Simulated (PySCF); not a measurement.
C2H2N3, SMILES C1=NC=N[N]1 (connectivity only; charge and spin as stated), charge -1, multiplicity 1.

The structure is a stationary point at PBE0-D3(BJ)/def2-SVPD. The spin state was assumed, not searched. The isomer is the one that the SMILES or the coordinates give; other isomers of the formula were not compared.

All values below come from PBE0-D3(BJ)/def2-SVPD (PySCF).

Harmonic, unscaled wavenumbers; measured fundamentals usually lie a few per cent lower.

| mode | ν (cm⁻¹) | IR (km/mol) | Raman (Å⁴/amu) | depolarisation | moving atoms (share of kinetic energy) |
|---|---|---|---|---|---|
| 1 | 710 | 29.5 | 0.1 | 0.75 | N 38 %, H 35 %, C 27 % |
| 2 | 728 | 0.0 | 0.1 | 0.75 | N 71 %, H 15 %, C 14 % |
| 3 | 831 | 0.0 | 0.9 | 0.75 | H 67 %, C 32 % |
| 4 | 832 | 21.2 | 0.2 | 0.75 | H 61 %, C 32 % |
| 5 | 991 | 6.8 | 0.7 | 0.62 | N 64 %, C 29 % |
| 6 | 998 | 6.8 | 0.1 | 0.75 | N 70 %, C 24 % |
| 7 | 1103 | 30.1 | 5.3 | 0.69 | N 53 %, H 44 % |
| 8 | 1201 | 6.1 | 2.9 | 0.10 | N 52 %, H 30 %, C 18 % |
| 9 | 1209 | 0.2 | 4.4 | 0.75 | H 73 %, N 19 % |
| 10 | 1294 | 0.0 | 46.8 | 0.04 | C 47 %, N 46 % |
| 11 | 1320 | 16.4 | 4.3 | 0.75 | N 55 %, C 42 % |
| 12 | 1428 | 4.6 | 5.8 | 0.75 | C 54 %, N 33 %, H 13 % |
| 13 | 1533 | 51.6 | 7.5 | 0.32 | C 59 %, N 24 %, H 17 % |
| 14 | 3184 | 108.2 | 28.5 | 0.75 | H 92 %, C 8 % |
| 15 | 3189 | 5.3 | 229.6 | 0.24 | H 91 %, C 9 % |
